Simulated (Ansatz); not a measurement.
Isolated molecules relaxed with PBE0-D4/def2-TZVP in Ansatz; ΔE leaves out vibrations. CCSD(T)/CBS adds triple-zeta CCSD(T) − MP2 to the extrapolated MP2 energy (def2 sets, frozen cores). This one scheme is used for every species. DFT in def2-TZVPP. B3LYP here is the variant with VWN-RPA as its local correlation; programs differ in this. For Se outer-core shells are correlated without core-valence functions, which leaves a few kJ/mol of doubt a bond. Scalar relativity is left out up to krypton. One conformer a species, not always the lowest.

Reaction (ligand exchange at a B–Se bond): `[SiH3][Se]BCl` + `O[SiH3]` → `[SiH3]OBCl` + `[SiH3][SeH]`

(1) Is it downhill or uphill in electronic energy at CCSD(T)/CBS, and by how much? (Best estimate.)

(2) What do these levels give: B3LYP-D4, ωB97X-V, B3LYP, MP2/def2-QZVPP, SCS-MP2/def2-QZVPP, HF/CBS(def2)? (Estimate.)

Largest T1 diagnostic among the species: 0.012.

Results:

(1) Ansatz gave: Downhill: ΔE = -0.70 eV.

(2) Ansatz gave: B3LYP-D4 -0.79, ωB97X-V -0.77, B3LYP -0.80, MP2/def2-QZVPP -0.65, SCS-MP2/def2-QZVPP -0.72, HF/CBS(def2) -0.98 eV.

In def2-TZVPP, CCSD(T) changes the Hartree–Fock value by +0.23 eV (the triples alone add +0.04 eV) and MP2 by +0.30 eV. From PBE to PBE0 (25 % exact exchange), in def2-TZVPP and without D4, ΔE moves by −0.04 eV.
